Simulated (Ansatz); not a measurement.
Reaction R1 + R2 → P1, each structure at its B3LYP-D3(BJ)/def2-TZVP stationary point, reached from a drawn start (curvature not checked).
P1: CF3 (SMILES F[C](F)F), charge 0, multiplicity 2.
R1: F atom, charge 0, multiplicity 2.
R2, CF2 (SMILES F[C]F) (charge 0, multiplicity 1):
| atom | x (Å) | y (Å) | z (Å) |
|---|---|---|---|
| F | 0.0410 | -0.1664 | 1.0522 |
| C | 0.5082 | 0.0074 | -0.1524 |
| F | -0.5492 | 0.1590 | -0.8997 |

P less R. No zero-point or thermal terms; singlets are restricted closed shells; open shells are unrestricted; no spin–orbit coupling.

Run with Ansatz (Gaussian basis) for Hartree–Fock, density functionals and correlated methods. All values are computed, each at the level named.

What is the computed reaction energy (revPBE/def2-TZVPP)?

-88.7 kcal/mol

Predict the reaction energy from PBE0/def2-TZVPP.

-92.5 kcal/mol

Estimate the reaction energy that BHLYP/def2-TZVPP returns for this input.

-83.4 kcal/mol

Ansatz is an electronic-structure program.
